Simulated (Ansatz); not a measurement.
This geometry of C$_{2}$H$_{9}$BGe (13 atoms, charge 0, multiplicity 1) is a first-order saddle point.

The calculation used Ansatz, RKS B3LYP-D4/def2-SVP.

```xyz
13
Properties=species:S:1:pos:R:3
C -1.334 1.878 -0.529
B -0.930 0.625 0.303
Ge 0.981 -0.188 0.353
C 0.959 -2.145 -0.005
H -0.664 2.148 -1.360
H -1.266 2.706 0.213
H -2.383 1.880 -0.867
H -1.762 0.108 1.017
H 1.597 0.035 1.761
H 1.948 0.492 -0.652
H 1.334 -2.697 0.870
H -0.060 -2.496 -0.223
H 1.601 -2.380 -0.867
```

Question: Which two structures does it join? (They come from a converged band through this point; their orientation in space is the band's.)

Answer: No bond is made or broken. The dihedral B2–Ge3–C4–H11 goes from -178 to -57°.

First end point:

```xyz
13
Properties=species:S:1:pos:R:3
C -1.117 1.872 -0.858
B -0.960 0.655 0.101
Ge 0.858 -0.201 0.626
C 0.882 -2.136 0.198
H -0.265 2.085 -1.521
H -1.194 2.736 -0.157
H -2.060 1.881 -1.429
H -1.952 0.197 0.627
H 1.097 -0.061 2.154
H 2.070 0.467 -0.077
H 1.836 -2.584 0.515
H 0.061 -2.650 0.721
H 0.764 -2.295 -0.884
```

Last end point:

```xyz
13
Properties=species:S:1:pos:R:3
C -1.348 1.898 -0.483
B -0.929 0.612 0.291
Ge 0.986 -0.193 0.282
C 0.967 -2.154 0.009
H -0.693 2.202 -1.313
H -1.271 2.697 0.290
H -2.403 1.909 -0.803
H -1.746 0.070 1.005
H 1.658 0.078 1.657
H 1.909 0.445 -0.791
H 0.352 -2.638 0.782
H 0.548 -2.403 -0.978
H 1.989 -2.559 0.066
```

Question: How far does it lie above each of them?

Answer: 0.048 eV above the first and 0.048 eV above the second. This is the barrier of this one path; another mechanism may lie lower.

Run time: 110 s on 2 threads of Arm Neoverse V1, with other jobs on the host, peak memory 0.29 GiB.
